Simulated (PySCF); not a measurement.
Stepwise substitution at one centre (Al CH3-SH). Isolated molecules, 0 K electronic values unless said otherwise. One relaxed conformer stands for each flexible species; it need not be the lowest. Strings in code marks are SMILES.

All values below come from TPSSh-D3(BJ)/def2-TZVP // CAM-B3LYP-D3(BJ)/def2-TZVP run with PySCF. All candidates: neutral, multiplicity 1. Excitations are Tamm–Dancoff values on a coarser integration grid. The basis has no diffuse functions, so Rydberg states are missing or too high.

```
Item                    Value
-------------------  --------
HOMO–LUMO gap         6.17 eV
S1 excitation (TDA)   5.63 eV
HOMO                 -7.10 eV
```

Question: Which member has these values?
A. `[SH][Al]([SH])[SH]`
B. `[CH3][Al]([CH3])[SH]` (C–Al–S–H torsion 179°)
C. `[CH3][Al]([CH3])[CH3]`
D. `[CH3][Al]([SH])[SH]` (S–Al–S–H torsion -1°, S–Al–S–H torsion 0°)

Answer: A, `[SH][Al]([SH])[SH]`. The others give `[CH3][Al]([CH3])[SH]` (C–Al–S–H torsion 179°): 6.08 eV, 5.94 eV, -6.83 eV; `[CH3][Al]([CH3])[CH3]`: 6.23 eV, 5.62 eV, -6.87 eV; `[CH3][Al]([SH])[SH]` (S–Al–S–H torsion -1°, S–Al–S–H torsion 0°): 6.05 eV, 5.86 eV, -6.90 eV
